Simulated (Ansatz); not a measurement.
Q: Name a neutral molecule of C, Cl, In and H with LUMO energy (B3LYP/def2-TZVPP) between -2.05 and -1.75 eV and HOMO energy (PBE/def2-TZVPP) between -7.25 and -6.95 eV (Ansatz, PBE0-D4/def2-TZVP geometry).

A: `[CH3][In]([Cl])[Cl]` (-1.94 eV, -7.24 eV); `C[CH2][In]([Cl])[Cl]` (-1.90 eV, -6.97 eV). Other molecules can fit too; these were computed, each in one conformer that needn't be the lowest.

B3LYP here is the variant with VWN-RPA as its local correlation; programs differ in this.
